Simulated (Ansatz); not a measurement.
`N[SiH2]C=S` → `C=S` + `N[SiH]` at 298.15 K and 1 bar (silylene formation by 1,1-elimination).

Computed with Ansatz on PBE0-D4/def2-TZVP structures; ΔE is electronic, products minus reactants. CCSD(T)/CBS adds triple-zeta CCSD(T) − MP2 to the extrapolated MP2 energy (def2 sets, frozen cores). This one scheme is used for every species. Each species was taken in one conformer, which may not be the lowest.

```tsv
species	CCSD(T)/CBS energy (Eh)	H − E (kJ/mol)	S (J/(mol·K))
`N[SiH2]C=S`	-782.61454	174.4	332.5
`C=S`	-436.98974	75.3	230.7
`N[SiH]`	-345.56329	99.2	245.4
```

H − E and S are ideal-gas, rigid-rotor, harmonic terms from PBE0-D4/def2-TZVP, for one conformer and one mirror image of each species. 1 Eh = 2625.50 kJ/mol, R = 8.31446 J/(mol·K).

Problem. By hand: ΔE, ΔH, ΔS and ΔG.

Solution. ΔE = (-436.98974) + (-345.56329) − (-782.61454) = 0.06151 Eh = 161.5 kJ/mol. Δ(H − E) = 75.3 + 99.2 − 174.4 = 0.1, so ΔH = 161.6 kJ/mol. ΔS = 230.7 + 245.4 − 332.5 = 143.6 J/(mol·K). ΔG = 161.6 − 298.15 × (143.6)/1000 = 118.8 kJ/mol.

Problem. By hand: the equilibrium constant, and the temperature at which ΔG would vanish if ΔH and ΔS stayed fixed.

Solution. log₁₀ K = −ΔG/(RT ln 10) = -20.8. ΔG = 0 at ΔH/ΔS = 1125 K.

The number of gas molecules changes by +1, which sets the sign of ΔS. A doubt of 5 kJ/mol in ΔE shifts log₁₀ K by 0.9 here. Other conformers and mirror images would add mixing entropy, several J/(mol·K) or more a flexible species. These are equilibria of isolated gas molecules and say nothing of rates. Largest T1 diagnostic: 0.016 (customary marks: 0.02 for closed shells, 0.045 for open ones).
